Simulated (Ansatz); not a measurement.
Computed with Ansatz.

A structure relaxed at PBE0-D4/def2-TZVP, charge 0, multiplicity 1:

```json
{"atom": "Cl1", "x (Å)": "-0.211", "y (Å)": "-0.503", "z (Å)": "-2.278"}
{"atom": "Sn2", "x (Å)": "-0.003", "y (Å)": "-0.006", "z (Å)": "-0.029"}
{"atom": "I3", "x (Å)": "0.489", "y (Å)": "-2.269", "z (Å)": "1.270"}
{"atom": "I4", "x (Å)": "2.010", "y (Å)": "1.703", "z (Å)": "0.251"}
{"atom": "I5", "x (Å)": "-2.285", "y (Å)": "1.077", "z (Å)": "0.787"}
```

Problem. Give its formula and SMILES.

Solution. ClI3Sn, `[Cl][Sn]([I])([I])[I]`.

Problem. Point group (tolerance 0.08 Å, 0.16 Å for H)?

Solution. C3v.

Problem. Summarise the bond lengths by kind.

Solution. 1 × Cl–Sn 2.313 Å; 3 × I–Sn 2.655 Å.
